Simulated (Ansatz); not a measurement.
`C[C]([SiH3])([ZnH])[GeH2][SiH2][InH2]` at its PBE0-D4/def2-TZVP geometry, where that method's forces vanish. Charge 0, multiplicity 1. In: def2 effective core potential.

```xyz
20

C    -0.1136   -0.6452    2.4267
C     0.0614   -0.1837    0.9639
Si   -0.5770    1.5242    0.7607
Zn    2.0009   -0.1890    0.4401
Ge   -0.8922   -1.4357   -0.2215
Si   -0.6199   -0.7904   -2.5114
In    0.8240    1.3070   -2.3018
H     0.3904    0.0221    3.1342
H    -1.1684   -0.6915    2.7278
H     0.3022   -1.6447    2.5860
H     0.1637    2.5400    1.5589
H    -2.0376    1.7161    0.9986
H    -0.4154    2.0133   -0.6806
H     3.4877   -0.6024    0.6055
H    -0.3142   -2.8501    0.0148
H    -2.3881   -1.4842    0.1787
H     0.0965   -1.8564   -3.2664
H    -1.9268   -0.5443   -3.1793
H     2.1541    0.9782   -1.1363
H     0.9726    2.8168   -3.0987
```

Q: What forces (eV/Å) does B3LYP-D4/def2-TZVPP give on these atoms in Ansatz? (Best estimate.)

A: The calculation gave: 
```
C1  -0.008 -0.076  0.219
C2  -0.018  0.146 -0.034
Si3 -0.110  0.258  0.022
Zn4  0.266 -0.059  0.060
Ge5 -0.120 -0.200 -0.055
Si6 -0.085 -0.126 -0.181
In7  0.062  0.078 -0.143
H8  -0.029 -0.043 -0.029
H9   0.058 -0.001 -0.004
H10 -0.027  0.060  0.002
H11 -0.051 -0.074 -0.050
H12  0.096 -0.019 -0.007
H13 -0.010 -0.054  0.138
H14 -0.056  0.010 -0.006
H15 -0.005 -0.002  0.007
H16 -0.007 -0.007  0.011
H17 -0.048  0.064  0.039
H18  0.079 -0.017  0.032
H19  0.000 -0.006  0.008
H20  0.012  0.069 -0.027
```

B3LYP here is the variant with VWN-RPA as its local correlation; programs differ in this.
